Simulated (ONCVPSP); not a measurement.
# Zn: one change to an ONCV potential, before and after

ONCVPSP 4.0.1 input, shortened (lines: element, Z, core and valence counts, functional; n l f; lmax; l rc ep ncon nbas qcut; lloc lpopt rc5 dvloc0; l nproj debl; icmod fcfact rcfact), LDA (Perdew-Zunger), scalar-relativistic:

```
  Zn 30.00    5    2        3      upf
    1    0    2.00
    2    0    2.00
    2    1    6.00
    3    0    2.00
    3    1    6.00
    3    2   10.00
    4    0    2.00
    2
    0    1.70    0.00    4    9    4.20
    1    1.80    0.07    3    8    4.40
    2    0.75    0.00    3    7   21.30
    4    1    0.55    6.00
    0    3    1.90
    1    2    3.30
    2    2    3.30
    0    0.00    0.00
```

Change: core correction Teter function, fcfact 3.5, rcfact 1.75.

Cutoffs: the cutoffs (Ha) at which the residual kinetic energy of the hardest occupied pseudo-wave falls to 1 and 0.1 mHa per electron; they do not see the model core or the augmentation charge, which bear on the density cutoff. Errors are all-electron minus pseudo energies relative to the spin-unpolarised reference configuration.

Problem. Predict the effect on cutoff, ghosts and configuration errors.

Solution. The potential gets neither clearly harder nor softer (163 Ha and 185 Ha → 163 Ha and 185 Ha); both files keep a bound ghost (s); of the 4 tests that both files solve, the error grows in 4 and shrinks in 0 by more than 15 % and 0.3 meV (median size 15.2 → 52.9 meV). A model core, the more so a compact one, raises the density cutoff, which this test does not measure.

| quantity | base | changed |
| --- | --- | --- |
| cutoff, loose | 163 Ha | 163 Ha |
| cutoff, tight | 185 Ha | 185 Ha |
| bound ghosts | s | s |
| GHOST(+) flags under 300 eV | p at 14.9 eV | p at 14.9 eV |
| error for 3d10 4s1, meV [ΔE 10.19 eV] | -5.7 | -14 |
| error for 3d10 4s0, meV [ΔE 28.96 eV] | -25 | -91 |
| error for 3d9 4s0, meV [ΔE 69.85 eV] | +85 | -210 |
| error for 3d10 4s1.5, meV [ΔE 4.08 eV] | -1.4 | -2.9 |
| s: phases at 1.72 bohr within 0.05 rad from the reference energy up to (Ha; the scan ends near 5) | to the end of the scan | to the end of the scan |
| p: phases at 1.83 bohr within 0.05 rad from the reference energy up to (Ha; the scan ends near 5) | n/a | n/a |
| d: phases at 0.76 bohr within 0.05 rad from the reference energy up to (Ha; the scan ends near 5) | to the end of the scan | to the end of the scan |

 A true bound ghost makes a file unfit for plane-wave use even where its test errors are small: the radial tests pick states by their node count and pass the ghost by.
